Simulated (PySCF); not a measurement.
Simulated Ti 2p region for TiHMe3, `[H][Ti]([CH3])([CH3])[CH3]`, binding energy against the vacuum level.

Every computed line was given a Gaussian of 0.5 eV full width at half maximum and an area set by the number of equivalent atoms (split 2:1 within a doublet); the highest printed point is 100. Level of theory: PySCF, delta-SCF UKS SCAN, pcX-2 on the ionised atom (unc-x2c-TZVPall on a metal), pcseg-1 elsewhere, spin-free X2C.

binding energy (eV), intensity and a bar:
```
    461.2          3 #
    461.4         22 ######
    461.6         72 ######################
    461.8        100 ##############################
    462.0         57 #################
    462.2         13 ####
    462.4          1 
    462.6          0 
    462.8          0 
    463.0          0 
    463.2          0 
    463.4          0 
    463.6          0 
    463.8          0 
    464.0          0 
    464.2          0 
    464.4          0 
    464.6          0 
    464.8          0 
    465.0          0 
    465.2          0 
    465.4          0 
    465.6          0 
    465.8          0 
    466.0          0 
    466.2          0 
    466.4          0 
    466.6          0 
    466.8          0 
    467.0          3 #
    467.2         20 ######
    467.4         46 ##############
    467.6         44 #############
    467.8         18 #####
    468.0          3 #
    468.2          0
```

How many maxima does the curve show, and how many computed lines lie under it?

The curve has 2 maxima (at 461.8 and 467.5 eV). Under it lie 2 lines from 1 inequivalent titanium site, drawn as a 2p3/2, 2p1/2 pair.

Decompose the envelope and assign each component. Bonds: Ti1–C3, Ti1–C7, Ti1–C11. Hydrogens: H2 on Ti1; H4, H5, H6 on C3; H8, H9, H10 on C7; H12, H13, H14 on C11.

```csv
position (eV),relative area,line,atoms,environment
461.77,0.67,Ti 2p3/2,Ti1,titanium bonded to 3 C and H
467.49,0.33,Ti 2p1/2,Ti1,titanium bonded to 3 C and H
```

What are the centre and the root-mean-square width of the whole band?

The area-weighted mean of the lines is 463.68 eV. Their own spread about it is 2.70 eV (rms) and each Gaussian has σ = 0.5/2.355 = 0.21 eV; the variances add, which gives 2.70 eV.

No satellites, vibrations or lifetime broadening are included. Spin contamination (⟨S²⟩ against 0.75 for a pure doublet) is marked for Ti 2p3/2 of Ti1 (0.94), which makes this value less certain. For 2p shells one spin-free hole was relaxed; a mean-field spin–orbit operator and the ground-state splitting of the three 2p orbitals were then diagonalised within the shell. The shell's mean is (2 × 2p3/2 + 2p1/2)/3, and the degeneracies 2j + 1 give areas of 2:1. 2p1/2 minus 2p3/2 (ligand field included): Ti 5.72 eV. Satellites of the metal's 2p lines aren't described. Geometry: PBE0-D3(BJ)/def2-SVP; no solvent, vibrations or thermal averaging. Metal 2p energies of this one-determinant scheme are less reliable than its 1s energies.
